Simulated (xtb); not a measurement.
xtb input:

```bash
xtb mol.xyz --gfn 2 --sp --chrg -1 --uhf 0
```
mol.xyz:
```
6

Si     0.72530416     0.08748289    -0.18759300
Br     0.22405692    -0.50707698     2.01421975
Br    -0.34956603    -1.51940875    -1.38787423
Br    -0.69777597     1.92472580    -0.41587145
N      2.26075422     0.20598818    -0.65146319
H      2.83544014     0.89491984    -0.18004814
```

**Question.** Predict the final energy.

**Answer.** -17.80197 Eh (GFN2-xTB).

It need not be the lowest isomer of its formula. Whether it binds its extra electron was not tested at this geometry.
